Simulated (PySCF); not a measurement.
**`[SiH3][SiH2]S[Si@@H](Cl)C1CC1`: 4 charge schemes on one density**

C3H11ClSSi3.
Structure used (GFN2-xTB), in Å, numbered top down from 1:
```
atom  x, y, z in Å
Si1    3.9157    0.2442    0.3226
Si2    2.5966   -1.3641   -0.6933
S3     0.7896   -0.5032   -1.5562
Si4   -0.5762   -0.3987    0.0799
Cl5    0.3281    0.4109    1.7112
C6    -2.0057    0.6669   -0.4955
C7    -3.4112    0.1334   -0.4215
C8    -2.9820    1.2130    0.5095
H9     3.7291    1.5829   -0.2410
H10    3.6720    0.3273    1.7642
H11    5.3235   -0.1238    0.1424
H12    3.1390   -2.0130   -1.8829
H13    2.0994   -2.4259    0.1848
H14   -0.9756   -1.7473    0.4652
H15   -1.7977    1.3063   -1.3452
H16   -3.5621   -0.8585   -0.0228
H17   -4.0904    0.3835   -1.2226
H18   -2.8348    0.9653    1.5501
H19   -3.3671    2.2101    0.3558
```

Density: PBE0/pcSseg-1 (PySCF); schemes: Mulliken, IAO, Hirshfeld and ESP-fitted. Isolated species at its GFN2-xTB geometry (one conformer only). GFN2-xTB frequencies show an imaginary mode (23i cm⁻¹), so this geometry is no minimum at that level.

Task: For which atoms does the sign change between the 4 schemes (beyond +0.03 e in one, beyond −0.03 e in another)?

Result: H14. Atomic charges aren't observables, and each scheme defines them in its own way.

Task: Which atoms carry the lowest charge in the Mulliken, IAO, Hirshfeld and ESP-fitted schemes?

Result: The schemes don't all agree: Mulliken C6 (-0.546); IAO C6 (-0.433); Hirshfeld S3 (-0.184); ESP-fitted C8 (-0.371).

Task: Which atoms carry the highest charge in the Mulliken, IAO, Hirshfeld and ESP-fitted schemes?

Result: The schemes don't all agree: Mulliken Si4 (+0.812); IAO Si4 (+0.859); Hirshfeld Si4 (+0.333); ESP-fitted Si2 (+0.326).

Task: Tabulate the Mulliken, IAO, Hirshfeld and ESP-fitted charges.

Result: In e:

```json
{"atom": "Si1", "environment": "SiH3 silicon", "Mulliken": "+0.217", "IAO": "+0.292", "Hirshfeld": "+0.211", "ESP-fitted": "+0.217"}
{"atom": "Si2", "environment": "SiH2 silicon", "Mulliken": "+0.254", "IAO": "+0.392", "Hirshfeld": "+0.229", "ESP-fitted": "+0.326"}
{"atom": "S3", "environment": "sulfur bonded to 2 Si", "Mulliken": "-0.523", "IAO": "-0.431", "Hirshfeld": "-0.184", "ESP-fitted": "-0.346"}
{"atom": "Si4", "environment": "chlorine-bound silicon", "Mulliken": "+0.812", "IAO": "+0.859", "Hirshfeld": "+0.333", "ESP-fitted": "+0.128"}
{"atom": "Cl5", "environment": "silicon-bound chlorine", "Mulliken": "-0.311", "IAO": "-0.318", "Hirshfeld": "-0.102", "ESP-fitted": "-0.142"}
{"atom": "C6", "environment": "sp3 carbon bound to silicon", "Mulliken": "-0.546", "IAO": "-0.433", "Hirshfeld": "-0.137", "ESP-fitted": "-0.053"}
{"atom": "C7", "environment": "three-membered-ring carbon", "Mulliken": "-0.199", "IAO": "-0.275", "Hirshfeld": "-0.082", "ESP-fitted": "-0.218"}
{"atom": "C8", "environment": "three-membered-ring carbon", "Mulliken": "-0.201", "IAO": "-0.276", "Hirshfeld": "-0.084", "ESP-fitted": "-0.371"}
{"atom": "H9", "environment": "Si–H hydrogen", "Mulliken": "-0.037", "IAO": "-0.083", "Hirshfeld": "-0.065", "ESP-fitted": "-0.051"}
{"atom": "H10", "environment": "Si–H hydrogen", "Mulliken": "-0.044", "IAO": "-0.085", "Hirshfeld": "-0.072", "ESP-fitted": "-0.054"}
{"atom": "H11", "environment": "Si–H hydrogen", "Mulliken": "-0.059", "IAO": "-0.100", "Hirshfeld": "-0.075", "ESP-fitted": "-0.084"}
{"atom": "H12", "environment": "Si–H hydrogen", "Mulliken": "-0.025", "IAO": "-0.084", "Hirshfeld": "-0.068", "ESP-fitted": "-0.045"}
{"atom": "H13", "environment": "Si–H hydrogen", "Mulliken": "-0.023", "IAO": "-0.097", "Hirshfeld": "-0.072", "ESP-fitted": "-0.076"}
{"atom": "H14", "environment": "Si–H hydrogen", "Mulliken": "-0.033", "IAO": "-0.131", "Hirshfeld": "-0.075", "ESP-fitted": "+0.035"}
{"atom": "H15", "environment": "methine hydrogen", "Mulliken": "+0.166", "IAO": "+0.166", "Hirshfeld": "+0.047", "ESP-fitted": "+0.151"}
{"atom": "H16", "environment": "methylene hydrogen", "Mulliken": "+0.137", "IAO": "+0.147", "Hirshfeld": "+0.047", "ESP-fitted": "+0.126"}
{"atom": "H17", "environment": "methylene hydrogen", "Mulliken": "+0.137", "IAO": "+0.154", "Hirshfeld": "+0.053", "ESP-fitted": "+0.122"}
{"atom": "H18", "environment": "methylene hydrogen", "Mulliken": "+0.139", "IAO": "+0.148", "Hirshfeld": "+0.043", "ESP-fitted": "+0.177"}
{"atom": "H19", "environment": "methylene hydrogen", "Mulliken": "+0.138", "IAO": "+0.156", "Hirshfeld": "+0.054", "ESP-fitted": "+0.157"}
```

Mean size of the charges over all atoms: IAO 0.244 e, Mulliken 0.211 e, ESP-fitted 0.151 e, Hirshfeld 0.107 e. Each set sums to the total charge, 0, to within 0.001 e. The Mulliken scheme counts on each atom the diagonal of the density matrix times the overlap matrix over that atom's basis functions.

Task: How many electrons does the ESP-fitted scheme count on Si2?

Result: Z − q = 14 − (+0.326) = 13.674.

Task: Sum the charges by element, for elements with more than one atom.

Result: 
```tsv
element	atoms	Mulliken	IAO	Hirshfeld	ESP-fitted
Si	3	+1.283	+1.543	+0.773	+0.670
C	3	-0.946	-0.984	-0.303	-0.642
H	11	+0.496	+0.189	-0.184	+0.459
```

Task: How closely do the schemes follow one another over all atoms?

Result: Correlation coefficient and root-mean-square difference: Mulliken with IAO 0.98, 0.067 e; IAO with Hirshfeld 0.96, 0.183 e; Mulliken with Hirshfeld 0.90, 0.183 e; Hirshfeld with ESP-fitted 0.78, 0.115 e; IAO with ESP-fitted 0.77, 0.202 e; Mulliken with ESP-fitted 0.71, 0.207 e.

The run behind these numbers computed NMR shieldings as well. Time: 61 s wall; peak memory 0.95 GiB. Hardware: Arm Neoverse V2, one thread, shared host with 192 logical CPUs at a one-minute load of 336.
